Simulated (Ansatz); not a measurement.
Reaction (redistribution): `BCCBO` + `[SiH3]S` → `OBS` + `BCC[SiH3]`

Isolated molecules relaxed with PBE0-D4/def2-TZVP in Ansatz; ΔE leaves out vibrations. CBS: MP2 limit from def2 TZ/QZ plus the TZ coupled-cluster correction, frozen cores. One conformer a species, not always the lowest.

```csv
level,ΔE (kJ/mol)
MP2/def2-TZVPP,-17.9
CCSD/def2-TZVPP,-11.2
MP2/def2-QZVPP,-16.2
HF/CBS(def2),1.3
```

What does CCSD(T)/CBS give? (Best estimate.)

The calculation gave: -12.2 kJ/mol. The listed levels differ from it by -5.7, 1.0, -4.0, 13.5 kJ/mol.

Largest T1 diagnostic among the species: 0.013.

The D4 term adds −3.5 kJ/mol with B3LYP and −1.8 kJ/mol with PBE0; it sums over pairs of atoms, weighted by their polarisabilities, and B3LYP, whose exchange is more repulsive, gets the larger term. In def2-TZVPP, CCSD(T) changes the Hartree–Fock value by −15.5 kJ/mol (the triples alone add −3.5 kJ/mol) and MP2 by −18.6 kJ/mol. From PBE to PBE0 (25 % exact exchange), in def2-TZVPP and without D4, ΔE moves by +3.1 kJ/mol.

B3LYP here is the variant with VWN-RPA as its local correlation; programs differ in this.
